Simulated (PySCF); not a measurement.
C4H7FO. Atoms are numbered in the order given.

```xyz
13

O      2.4015     0.5844     0.2093
C      1.4244    -0.1269    -0.5012
C      0.1281    -0.2802     0.2507
C     -0.7407     0.9273     0.5186
C     -1.1834    -0.1207    -0.4370
F     -2.2011    -0.9371    -0.0665
H      2.5566     0.1271     1.0422
H      1.7864    -1.1264    -0.8160
H      1.2452     0.4457    -1.4259
H      0.1225    -1.0383     1.0432
H     -0.4153     1.8955     0.1282
H     -1.2636     0.9646     1.4772
H     -1.2044     0.0940    -1.5116
```
Charge 0, spin multiplicity 1.

Geometry: PBE0-D3(BJ)/def2-SVP. Other conformers were not sampled.

Computed with PBE/pcSseg-1 run with PySCF.

GIAO shieldings, no solvent; atoms listed in one row are averaged. δ = σ(ref) − σ: ¹⁷O against H2O (σ = 334.3 ppm); ¹³C against TMS (σ = 182.0 ppm); ¹⁹F against CFCl3 (σ = 133.6 ppm); ¹H against TMS (σ = 31.49 ppm), references at their B3LYP-D3(BJ)/def2-TZVP geometries, non-relativistic.

Computed chemical shifts:
```csv
nucleus,atoms,count,δ (ppm)
¹⁷O,O1,1,47.0
¹³C,C5,1,78.3
¹³C,C2,1,71.4
¹³C,C3,1,27.2
¹³C,C4,1,15.1
¹⁹F,F6,1,-251.5
¹H,H8,1,4.93
¹H,H13,1,4.33
¹H,H9,1,2.71
¹H,H10,1,1.35
¹H,H12,1,1.17
¹H,H11,1,1.00
¹H,H7,1,-0.41
```
